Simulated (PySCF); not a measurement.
NMR data simulated for an unnamed compound:

$^{1}$H NMR (600 MHz, computed): δ 1.53 (m, 2H), 0.23 (m, 9H).

$^{13}$C{$^{1}$H} NMR (computed): δ 2.6 (CH3).

Calculated, not measured (PySCF 2.14): PBE0-D3(BJ)/def2-TZVP geometry, shielding tensors at PBE0/pcSseg-2 (GIAO). Averaged over atoms made equivalent by symmetry, fast rotation or ring inversion, in vacuum, no relativistic terms, one conformer.

Shifts are taken against calculated references (same method and geometry level): $^{1}$H, $^{13}$C against TMS.

Problem. Which of these does the molecule contain: an OH group, a ketone, a Si–CH3 group, a nitrile?

Solution. 
- An OH group: no.
- A ketone: no.
- A Si–CH3 group: yes (δC 2.6; δH 0.23 (m)).
- A nitrile: no.

The data belong to `C[Si](C)(C)P`, C3H11PSi; they needn't prove each group on their own.

Carbon signals by region: 1 below 50 ppm.

Splittings by $^{31}$P in the carbon and heteronuclear signals aren't shown, as no couplings were computed. Shifts are as computed. Against solution values, carbons near 30 ppm lie about +3 ppm off and those near 130 ppm about +9 ppm. Of 1211 compounds with measured shifts, 218 miss one by over three times the rms of a fit or turn the order of signals round; such compounds aren't used in these exercises. Multiplicities follow the n + 1 count of equivalent neighbours, as no J values were calculated; m marks all less simple cases, F and P coupling included.
